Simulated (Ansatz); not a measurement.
Basis-set extrapolation for CH6AlFSi2, SMILES `FC[SiH]1[AlH][SiH2]1` (PBE0-D4/def2-TZVP geometry, frozen core, the Gaussian-basis code of Ansatz). Multiplicity 1, RHF reference.

```tsv
	def2-TZVPP	def2-QZVPP
HF	-960.590909	-960.620886
MP2 correlation	-0.734929	-0.793803
CCSD(T) correlation	-0.824226	not run
```

Energies in hartree. Use E(X) = E(∞) + A·exp(−7.88·√X) for Hartree–Fock and E(X) = E(∞) + B·X^(−2.97) for correlation, with X = 3 and 4, and add CCSD(T) minus MP2 of the smaller set to the MP2 limit.

**Question.** What is the CCSD(T) energy at the basis-set limit?

**Answer.** HF limit: -960.620886 + (-0.029977) × 0.13774 = -960.62502. MP2 limit: -0.793803 + (-0.058874) × 0.74074 = -0.83741. Higher-order term: -0.824226 − (-0.734929) = -0.08930. Total: -961.55173 hartree, 358.6 kJ/mol below CCSD(T)/def2-TZVPP.
